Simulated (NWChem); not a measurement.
System: CH3FN2Zn; SMILES [Zn]1(<-[NH]=C[NH]1)[F]

NWChem input:

```
start job
memory heap 200 mb stack 900 mb global 1100 mb
geometry units angstroms noautoz
  Zn     0.001200    -0.498955     0.000000
  F     -0.001980    -2.243940     0.000000
  C     -0.001539     1.890804     0.000000
  N     -0.000495     1.168645    -1.109597
  N     -0.000495     1.168645     1.109597
  H     -0.003307     2.985753     0.000000
  H     -0.000856     1.648191    -1.999580
  H     -0.000856     1.648191     1.999580
end
basis spherical
  * library def2-svp
end
dft
  xc xpbe96 cpbe96
  iterations 150
  mulliken
end
task dft energy
```

NWChem printed, in part:

```
             Northwest Computational Chemistry Package (NWChem) 7.3.0
             --------------------------------------------------------

 CS  symmetry detected

                             Geometry "geometry" -> ""
                             -------------------------

 Output coordinates in angstroms (scale by  1.889725989 to convert to a.u.)

  No.       Tag          Charge          X              Y              Z
 ---- ---------------- ---------- -------------- -------------- --------------
    1 Zn                  30.0000     0.00120738     0.47998541     0.00000000
    2 F                    9.0000    -0.00212186     2.22497013     0.00000000
    3 C                    6.0000    -0.00132723    -1.90977381     0.00000000
    4 N                    7.0000    -0.00034499    -1.18761473    -1.10959700
    5 N                    7.0000    -0.00034499    -1.18761473     1.10959700
    6 H                    1.0000    -0.00300158    -3.00472296     0.00000000
    7 H                    1.0000    -0.00066498    -1.66716076    -1.99958000
    8 H                    1.0000    -0.00066498    -1.66716076     1.99958000

 Effective nuclear repulsion energy (a.u.)     341.7007687242

      Symmetry information
      --------------------

 Group name             Cs
 Group number              2
 Group order               2
 No. of unique centers     6

  pbe96 is a nonlocal functional; adding pw91lda local functional.

                                 NWChem DFT Module
                                 -----------------

 Summary of "ao basis" -> "ao basis" (spherical)
 ------------------------------------------------------------------------------
       Tag                 Description            Shells   Functions and Types
 ---------------- ------------------------------  ------  ---------------------
 Zn                         def2-svp                11       31   5s3p2d1f
 F                          def2-svp                 6       14   3s2p1d
 C                          def2-svp                 6       14   3s2p1d
 N                          def2-svp                 6       14   3s2p1d
 H                          def2-svp                 3        5   2s1p

      Symmetry analysis of basis
      --------------------------

        a'         64
        a"         38

            General Information
            -------------------
          SCF calculation type: DFT
          Wavefunction type:  closed shell.
          No. of atoms     :     8
          No. of electrons :    62
           Alpha electrons :    31
            Beta electrons :    31
          Charge           :     0
          Spin multiplicity:     1
          Use of symmetry is: on ; symmetry adaption is: on
          Maximum number of iterations: 150
          AO basis - number of functions:   102
                     number of shells:    44
          Convergence on energy requested:  1.00D-06
          Convergence on density requested:  1.00D-05
          Convergence on gradient requested:  5.00D-04

              XC Information
              --------------
          PerdewBurkeErnzerhof Exchange Functional  1.000
            Perdew 1991 LDA Correlation Functional  1.000 local
           PerdewBurkeErnz. Correlation Functional  1.000 non-local

             Grid Information
             ----------------
          Grid used for XC integration:  medium
          Radial quadrature: Mura-Knowles
          Angular quadrature: Lebedev.
          Tag              B.-S. Rad. Rad. Pts. Rad. Cut. Ang. Pts.
          ---              ---------- --------- --------- ---------
          Zn                  1.35      112          10.0       590
          F                   0.50       49          13.0       434
          C                   0.70       49          10.0       434
          N                   0.65       49           9.0       434
          H                   0.35       45          12.0       434
          Grid pruning is: on
          Number of quadrature shells:   349
          Spatial weights used:  Erf1

      Superposition of Atomic Density Guess
      -------------------------------------

 Sum of atomic energies:       -2024.46500203

      Non-variational initial energy
      ------------------------------

 Total energy =   -2026.374704
 1-e energy   =   -3503.418570
 2-e energy   =    1135.343098
 HOMO         =      -0.306886
 LUMO         =      -0.035854

      Symmetry analysis of molecular orbitals - initial
      -------------------------------------------------

  Numbering of irreducible representations:

     1 a'          2 a"

  Orbital symmetries:

     1 a'          2 a'          3 a'          4 a"          5 a'
     6 a'          7 a'          8 a"          9 a'         10 a'
    11 a'         12 a"         13 a'         14 a'         15 a'
    16 a"         17 a'         18 a'         19 a"         20 a'
    21 a'         22 a"         23 a'         24 a"         25 a'
    26 a'         27 a"         28 a'         29 a"         30 a'
    31 a"         32 a'         33 a'         34 a'         35 a"
    36 a'         37 a'         38 a'         39 a"         40 a'
    41 a"

     ---------------------------------------------
      Total Density - Mulliken Population Analysis
     ---------------------------------------------

    Atom       Charge   Shell Charges
 -----------   ------   -------------------------------------------------------
    1 Zn  30    28.82   2.00  2.00  2.00  0.50  0.09  6.00  6.00  0.24  8.08  1.91  0.00
    2 F    9     9.81   1.99  1.15  0.81  3.60  2.25  0.00
    3 C    6     5.50   1.99  0.94  0.22  1.67  0.60  0.08
    4 N    7     7.71   1.99  1.04  0.53  2.51  1.62  0.01
    5 N    7     7.71   1.99  1.04  0.53  2.51  1.62  0.01
    6 H    1     0.91   0.67  0.22  0.02
    7 H    1     0.77   0.60  0.12  0.04
    8 H    1     0.77   0.60  0.12  0.04

   convergence    iter        energy       DeltaE   RMS-Dens  Diis-err
 ---------------- ----- ----------------- --------- --------- ---------
 d= 0,ls=0.0,diis     1  -2027.5713048477 -2.37D+03  2.96D-02  1.15D+00
 d= 0,ls=0.0,diis     2  -2026.3884696528  1.18D+00  2.19D-02  1.31D+01
 d= 0,ls=0.0,diis     3  -2027.6752594286 -1.29D+00  5.54D-03  3.28D-01
 d= 0,ls=0.0,diis     4  -2027.6919797900 -1.67D-02  2.34D-03  1.80D-01
 d= 0,ls=0.0,diis     5  -2027.7095201283 -1.75D-02  4.08D-04  2.75D-03
  Resetting Diis
 d= 0,ls=0.0,diis     6  -2027.7098027684 -2.83D-04  1.38D-04  3.91D-04
 d= 0,ls=0.0,diis     7  -2027.7098465596 -4.38D-05  4.26D-05  1.57D-05
 d= 0,ls=0.0,diis     8  -2027.7098445562  2.00D-06  2.85D-05  4.80D-05
 d= 0,ls=0.0,diis     9  -2027.7098474899 -2.93D-06  3.59D-06  2.05D-07
 d= 0,ls=0.0,diis    10  -2027.7098475026 -1.27D-08  1.30D-06  4.09D-08

         Total DFT energy =    -2027.709847502600
      One electron energy =    -3504.910613731167
           Coulomb energy =     1236.987868915139
    Exchange-Corr. energy =     -101.487871410768
 Nuclear repulsion energy =      341.700768724196

 Numeric. integr. density =       61.999996356643

                  Occupations of the irreducible representations
                  ----------------------------------------------

                     irrep           alpha         beta
                     --------     --------     --------
                     a'               21.0         21.0
                     a"               10.0         10.0

                       DFT Final Molecular Orbital Analysis
                       ------------------------------------

 Vector   29  Occ=2.000000D+00  E=-2.438269D-01  Symmetry=a'
              MO Center= -1.7D-03,  2.0D+00, -1.2D-15, r^2= 8.7D-01
   Bfn.  Coefficient  Atom+Function         Bfn.  Coefficient  Atom+Function
  ----- ------------  ---------------      ----- ------------  ---------------
    35      0.631007  2 F  px                38     -0.455445  2 F  px
    15      0.219380  1 Zn d -2              12     -0.143648  1 Zn px
    20      0.058383  1 Zn d -2              49      0.058282  3 C  px
     9      0.050820  1 Zn px                52      0.038847  3 C  px
    63     -0.025865  4 N  px                77     -0.025865  5 N  px

 Vector   30  Occ=2.000000D+00  E=-2.302928D-01  Symmetry=a"
              MO Center= -1.4D-03,  1.4D+00,  5.0D-15, r^2= 2.3D+00
   Bfn.  Coefficient  Atom+Function         Bfn.  Coefficient  Atom+Function
  ----- ------------  ---------------      ----- ------------  ---------------
    37      0.562420  2 F  pz                40     -0.407420  2 F  pz
    16      0.345562  1 Zn d -1              62     -0.190987  4 N  s
    76      0.190987  5 N  s                 64      0.149275  4 N  py
    78     -0.149275  5 N  py                67     -0.103199  4 N  py
    81      0.103199  5 N  py                21      0.098232  1 Zn d -1

 Vector   31  Occ=2.000000D+00  E=-2.014084D-01  Symmetry=a"
              MO Center= -3.2D-04, -1.2D+00, -1.1D-15, r^2= 2.1D+00
   Bfn.  Coefficient  Atom+Function         Bfn.  Coefficient  Atom+Function
  ----- ------------  ---------------      ----- ------------  ---------------
    63      0.438251  4 N  px                77     -0.438251  5 N  px
    66     -0.376333  4 N  px                80      0.376333  5 N  px
    18      0.098471  1 Zn d  1              58     -0.038394  3 C  d  1
    23      0.025226  1 Zn d  1

 Vector   32  Occ=0.000000D+00  E=-2.928905D-02  Symmetry=a'
              MO Center=  3.6D-03, -1.4D+00, -5.4D-15, r^2= 2.4D+00
   Bfn.  Coefficient  Atom+Function         Bfn.  Coefficient  Atom+Function
  ----- ------------  ---------------      ----- ------------  ---------------
    52      0.576459  3 C  px                49      0.526662  3 C  px
    66     -0.364287  4 N  px                80     -0.364287  5 N  px
    12     -0.328963  1 Zn px                63      0.277443  4 N  px
    77      0.277443  5 N  px                 9      0.096107  1 Zn px
    35     -0.072551  2 F  px                38      0.067297  2 F  px

[...]
```

Level: PBE/def2-SVP. All runs use the structure optimised with B3LYP/6-31G* (spherical d).
